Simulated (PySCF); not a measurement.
O₂Se, charge -1, doublet, geometry from GFN2-xTB (a state made from the parent by changing its charge; the spin is typed, not shown lowest) (a gas-phase anion, which may not be bound at this level); PBE/def2-SVP (PySCF).

Here is a job for PySCF.
```python
from pyscf import gto, scf, dft

mol = gto.Mole()
mol.atom = '''
    O    -1.361772    0.598247    0.035147
    Se    0.015899   -0.312514   -0.026176
    O     1.294203    0.729935    0.076102
'''
mol.basis = 'def2-svp'
mol.charge = -1
mol.spin = 1
mol.verbose = 4
mol.build()

mf = dft.ROKS(mol)
mf.xc = 'pbe'
mf.kernel()
```

**Question.** Predict the main parts of the log of this PySCF run.

**Answer.** 
```
PySCF version 2.14.0

[INPUT] verbose = 4
[INPUT] num. atoms = 3
[INPUT] num. electrons = 51
[INPUT] charge = -1
[INPUT] spin (= nelec alpha-beta = 2S) = 1
[INPUT] symmetry False subgroup None
[INPUT] Mole.unit = angstrom
[INPUT] Symbol           X                Y                Z      unit          X                Y                Z       unit  Magmom
[INPUT]  1 O     -1.361772000000   0.598247000000   0.035147000000 AA   -2.573376124101   1.130522984843   0.066418204100 Bohr   0.0
[INPUT]  2 Se     0.015899000000  -0.312514000000  -0.026176000000 AA    0.030044755654  -0.590565870092  -0.049465471037 Bohr   0.0
[INPUT]  3 O      1.294203000000   0.729935000000   0.076102000000 AA    2.445689219590   1.379377238734   0.143811937532 Bohr   0.0

nuclear repulsion = 186.923525288033
number of shells = 24
number of NR pGTOs = 122
number of NR cGTOs = 60
basis = def2-svp
ecp = {}

******** <class 'pyscf.dft.roks.ROKS'> ********
method = ROKS
initial guess = minao
damping factor = 0
level_shift factor = 0
DIIS = <class 'pyscf.scf.diis.CDIIS'>
diis_start_cycle = 1
diis_space = 8
diis_damp = 0
SCF conv_tol = 1e-09
SCF conv_tol_grad = None
SCF max_cycles = 50
direct_scf = True
direct_scf_tol = 1e-13
num. doubly occ = 25  num. singly occ = 1
XC library pyscf.dft.libxc version 7.1.2
    S. Lehtola, C. Steigemann, M. J. T. Oliveira, and M. A. L. Marques,  SoftwareX 7, 1–5 (2018)
XC functionals = pbe
    J. P. Perdew, K. Burke, and M. Ernzerhof,  Phys. Rev. Lett. 77, 3865 (1996)
    J. P. Perdew, K. Burke, and M. Ernzerhof,  Phys. Rev. Lett. 78, 1396 (1997)
    J. P. Perdew, K. Burke, and M. Ernzerhof,  Phys. Rev. Lett. 77, 3865 (1996)
    J. P. Perdew, K. Burke, and M. Ernzerhof,  Phys. Rev. Lett. 78, 1396 (1997)
radial grids:
    Treutler-Ahlrichs [JCP 102, 346 (1995); DOI:10.1063/1.469408] (M4) radial grids

becke partition: Becke, JCP 88, 2547 (1988); DOI:10.1063/1.454033
pruning grids: <function nwchem_prune>
grids dens level: 3
symmetrized grids: False
atomic radii adjust function: <function treutler_atomic_radii_adjust>
small_rho_cutoff = 0
Set gradient conv threshold to 3.16228e-05
tot grids = 48592
init E= -2550.47266284925
  HOMO = -0.193293832407728  LUMO = -0.0381168652780568  gap/eV = 4.22258
cycle= 1 E= -2550.64412906869  delta_E= -0.171  |g|= 1.38  |ddm|= 1.78
  HOMO = 0.2981487323312  LUMO = 0.363213168204372  gap/eV = 1.77049
cycle= 2 E= -2548.16952085588  delta_E= 2.47  |g|= 3.43  |ddm|= 3.46
  HOMO = 0.149426853173959  LUMO = 0.288814359562746  gap/eV = 3.79293
cycle= 3 E= -2551.03957447186  delta_E= -2.87  |g|= 0.191  |ddm|=    3
  HOMO = 0.113403399235047  LUMO = 0.2396925226595  gap/eV = 3.43650
cycle= 4 E= -2551.04586743215  delta_E= -0.00629  |g|= 0.144  |ddm|= 0.331
  HOMO = 0.126206840177289  LUMO = 0.253665772204434  gap/eV = 3.46833
cycle= 5 E= -2551.05009134846  delta_E= -0.00422  |g|= 0.0366  |ddm|= 0.113
  HOMO = 0.126039196986745  LUMO = 0.254568916314427  gap/eV = 3.49747
cycle= 6 E= -2551.05043067538  delta_E= -0.000339  |g|= 0.00832  |ddm|= 0.0211
  HOMO = 0.125670473111311  LUMO = 0.254346904131693  gap/eV = 3.50146
cycle= 7 E= -2551.05044727379  delta_E= -1.66e-05  |g|= 0.000899  |ddm|= 0.00544
  HOMO = 0.125681566773652  LUMO = 0.254361276162557  gap/eV = 3.50155
cycle= 8 E= -2551.05044684247  delta_E= 4.31e-07  |g|= 0.0016  |ddm|= 0.00145
  HOMO = 0.125690906354409  LUMO = 0.254371918401441  gap/eV = 3.50159
cycle= 9 E= -2551.05044746646  delta_E= -6.24e-07  |g|= 4.94e-05  |ddm|= 0.00103
  HOMO = 0.125694002690846  LUMO = 0.254373368977601  gap/eV = 3.50154
cycle= 10 E= -2551.05044746698  delta_E= -5.18e-10  |g|= 1.26e-05  |ddm|= 4.17e-05
  HOMO = 0.125693359309367  LUMO = 0.254372370935617  gap/eV = 3.50153
Extra cycle  E= -2551.05044746681  delta_E= 1.63e-10  |g|= 2.99e-05  |ddm|= 2.88e-05
converged SCF energy = -2551.05044746681
```
